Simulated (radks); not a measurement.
Valence configurations of Cu+ (all share [Ar]). Calculated with a radial shooting solver on a logarithmic mesh with Libxc functionals: scalar-relativistic Kohn-Sham, BLYP, spin-polarised, spherical densities, finite nucleus; open shells are filled with parallel spins first; Fermi nuclear charge, rms radius 3.8823 fm. Order these by energy: 3d8 4p2; 3d9.5 4p0.5; 3d9.5 4s0.5; 3d10; 3d8 4s1 4p1; 3d9 4p1; 3d8 4s2; 3d9 4s1; 3d7 4p3; 3d7 4s1 4p2.

Answer. From the lowest, in eV above it: 3d10 0.000; 3d9.5 4s0.5 1.057; 3d9 4s1 2.704; 3d9.5 4p0.5 3.922; 3d9 4p1 8.827; 3d8 4s2 9.458; 3d8 4s1 4p1 15.102; 3d8 4p2 22.085; 3d7 4s1 4p2 32.761; 3d7 4p3 40.575. NIST lists [Ar] 3d10 as the ground configuration; this level of theory agrees among the configurations tried. The energies are those of spherical high-spin densities, not of single terms.
